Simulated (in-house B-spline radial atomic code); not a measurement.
Values are calculated unless marked as measured or tabulated.
Ar ion on N atom: potential, deflection and energy transfer

The pair potential comes from two frozen, spherical free-atom densities (PBE, B-spline radial code, scalar-relativistic past argon): electrostatics plus the change in Thomas-Fermi kinetic and Dirac exchange energy where they overlap, the recipe behind the universal ZBL potential, which averages such potentials (from solid-state densities) over many pairs. It is written V = (Z1 Z2 e²/r) φ(r/a), with e² = 14.3996 eV·Å and a = 0.46850 Å/(Z1^0.23 + Z2^0.23); ZBL's fit is φ = 0.18175 e^(−3.1998x) + 0.50986 e^(−0.94229x) + 0.28022 e^(−0.4029x) + 0.02817 e^(−0.20162x). Where φ falls below 4e-4 it is continued as an exponential.

Masses 39.95 and 14.01 u.

```json
{"x = r/a": "0.1", "φ, this pair": "0.9012", "φ, ZBL": "0.8928"}
{"x = r/a": "0.5", "φ, this pair": "0.6409", "φ, ZBL": "0.6096"}
{"x = r/a": "1.5", "φ, this pair": "0.3309", "φ, ZBL": "0.2995"}
{"x = r/a": "3", "φ, this pair": "0.1538", "φ, ZBL": "0.1292"}
{"x = r/a": "5", "φ, this pair": "0.06472", "φ, ZBL": "0.05224"}
{"x = r/a": "8", "φ, this pair": "0.01905", "φ, ZBL": "0.01705"}
{"x = r/a": "12", "φ, this pair": "0.005212", "φ, ZBL": "0.00474"}
{"x = r/a": "17", "φ, this pair": "0.0008591", "φ, ZBL": "0.001212"}
```

Problem. At x = 6.5 the electrostatic, kinetic and exchange parts are -39.18, 131.88 and -21.74 eV. Find r, V and φ.

Solution. a = 0.46850/(1.9441 + 1.5645) = 0.13353 Å, so r = 0.86795 Å. V = -39.18 + 131.88 + (-21.74) = 70.96 eV. The bare repulsion is 18 × 7 × 14.3996/0.86795 = 2090.4 eV, so φ = 0.0339, +16.5 % against ZBL's 0.0291. The kinetic (Pauli) term is 186 % of V here, as the other two terms together attract.

Problem. The ion comes in at 0.5233 keV with impact parameter 0.2671 Å. The scattering integral gives a centre-of-mass angle of 124.4° and a closest approach of 5.629 a. What are the reduced energy, the energy passed on and the laboratory angles?

Solution. ε = E a M2/(Z1 Z2 e² (M1 + M2)) = 523.3 × 1.9108e-05 = 0.01. The most that one collision can pass on is γE with γ = 4 M1 M2/(M1 + M2)² = 0.7689. Here T = γE sin²(θ/2) = 0.7689 × 523.3 × 0.7826 = 314.9 eV. The ion turns by arctan(sin θ/(cos θ + M1/M2)) = 19.8°, and the struck atom leaves at (180° − θ)/2 = 27.8°. The closest approach is 0.752 Å. With ZBL the angle would be 119.98° and T = 301.7 eV.
